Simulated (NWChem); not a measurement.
System: CH5NOSi2; SMILES C1([SiH3])O[SiH2]N=1

Here is an NWChem input.

```
start job
memory heap 200 mb stack 900 mb global 1100 mb
geometry units angstroms noautosym nocenter noautoz
  Si     0.018748     2.138030    -0.001665
  C      0.118227     0.226831     0.046828
  N      1.084049    -0.521191     0.503645
  Si     0.012474    -1.867265    -0.001444
  O     -0.976640    -0.480035    -0.469784
  H     -1.185377     2.572154     0.784235
  H      1.273091     2.703535     0.590190
  H     -0.139166     2.570412    -1.431394
  H      0.438976    -2.706064    -1.167460
  H     -0.617761    -2.704257     1.069691
end
basis spherical
  * library def2-svp
end
dft
  xc b3lyp
  iterations 150
end
cosmo
  do_cosmo_smd true
  solvent water
end
task dft energy
```

All runs use the structure optimised with PBE-D3(BJ)/def2-SVP. B3LYP is NWChem's, with the RPA form of VWN correlation. Solvent: water.

Level: B3LYP/def2-SVP with SMD (1 M gas to 1 M solution), gas-phase geometry. Reactions with the solvent are ignored.

Question: What results follow from this input? (B3LYP/def2-SVP, SMD on the gas-phase geometry.) Quantities: solvation free energy (kcal/mol); cavity-dispersion-structure term (kcal/mol); dipole in solution (D).

Answer: 
```json
{
  "solvation free energy (kcal/mol)": "-2.0",
  "cavity-dispersion-structure term (kcal/mol)": "3.2",
  "dipole in solution (D)": "1.33"
}
```
